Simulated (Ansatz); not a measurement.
A structure relaxed at PBE0-D4/def2-TZVP, charge 0, multiplicity 1:

```xyz
12

C     0.394    0.285    2.207
Si    0.684    0.691    0.392
Ga   -1.033   -0.181   -1.050
N    -0.513   -1.042   -2.565
H     1.175    0.724    2.831
H     0.395   -0.795    2.371
H    -0.569    0.676    2.542
H     0.741    2.175    0.230
H     2.019    0.171   -0.027
H    -2.590   -0.105   -0.852
H     0.447   -1.174   -2.836
H    -1.149   -1.426   -3.243
```

(1) Give its formula and SMILES.

(2) Summarise the bond lengths by kind.

## Answers

(1) CH8GaNSi, `C[SiH2][GaH][NH2]`.

(2) 1 × C–Si 1.882 Å; 3 × C–H 1.092 Å; 1 × Ga–Si 2.405 Å; 2 × H–Si 1.493 to 1.494 Å; 1 × Ga–N 1.819 Å; 1 × Ga–H 1.571 Å; 2 × H–N 1.006 Å.

Program: Ansatz 0.2.0.
